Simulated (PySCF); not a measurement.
## From a computed spectrum to the compound

A species of 3 atoms with charge 0 has these harmonic modes (PBE0, small Gaussian bases with core potentials, PySCF 2.14.0):

```json
{"cm⁻¹": "134", "km/mol": "8.1", "symmetry": "a'"}
{"cm⁻¹": "462", "km/mol": "36.8", "symmetry": "a'"}
{"cm⁻¹": "627", "km/mol": "95.2", "symmetry": "a'"}
```

Q: Which species is it, and in which structure?

A: LuSF (singlet):
```xyz
3

Lu   -0.1403    0.0000   -0.2575
S     1.7995    0.0000    0.9214
F    -1.7361    0.0000    0.8208
```
Ideal gas at 298.15 K and 1 bar: S = 301.4 J/(mol K), Cp = 51.0 J/(mol K), H − H(0 K) = 12.7 kJ/mol (rigid rotor, harmonic modes, spin degeneracy alone). 
 Other answers can fit too; this one was computed.
